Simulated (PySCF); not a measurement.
**Distorted geometries of [Pm(H2O)2]3+**

[Pm(H2O)2]3+ (singlet in the valence; each metal's 4f electrons, 4 of them, lie in its core potential, out of spins and levels). PySCF 2.14.0, RKS PBE, Pm lcecp-1-SVP with ECP50, O def2-SVP, H def2-SVP; non-relativistic Hamiltonian with scalar-relativistic core potentials where named; density fitting; no spin-orbit coupling. Relaxed geometry:

```xyz
7

Pm   -0.2078   -1.0868   -0.0074
O    -0.0274    0.1678    1.8995
H     0.2504    1.1254    2.0141
H    -0.2053   -0.1220    2.8449
O     0.0895    0.1708   -1.8985
H     0.4472   -0.1253   -2.7898
H    -0.1286    1.1367   -2.0628
```

**Question.** Order these distorted geometries by energy above the relaxed one, lowest first.
A.
```xyz
7

Pm   -0.2264   -1.1149   -0.0491
O    -0.0415    0.1316    1.8602
H     0.2815    1.1187    2.0191
H    -0.1734   -0.1058    2.8506
O     0.0773    0.1598   -1.9185
H     0.4589   -0.0837   -2.7658
H    -0.1585    1.1609   -1.9964
```
B.
```xyz
7

Pm   -0.3342   -1.0221    0.0300
O    -0.0114    0.0709    1.8870
H     0.3296    1.1074    2.0429
H    -0.2496   -0.1361    2.7691
O     0.0768    0.2105   -1.7869
H     0.4699   -0.1060   -2.9069
H    -0.0632    1.1420   -2.0352
```
C.
```xyz
7

Pm   -0.2633   -1.0480    0.1070
O     0.0607    0.2389    1.7009
H     0.2167    1.0378    2.0765
H    -0.4083   -0.2635    2.8124
O     0.0605    0.0961   -1.8124
H     0.6115   -0.0305   -2.7554
H    -0.0599    1.2357   -2.1290
```

**Answer.** A (0.14 eV), B (1.01 eV), C (2.45 eV).

**Question.** Which forces (eV/Å) act in the one that lies 0.14 eV up?

**Answer.** 
```
Pm  -0.03 -0.09  0.18
O    0.55  1.55  1.30
H   -0.46 -1.36 -0.59
H   -0.07 -0.23 -0.81
O   -1.05  1.54  2.00
H    0.74 -0.36 -1.85
H    0.32 -1.05 -0.23
```
Forces carry noise of the integration grid, about 0.01 to 0.03 eV/Å.

An lcecp potential fixes the number of 4f electrons, so in runs with it no electron can move into or out of that shell.
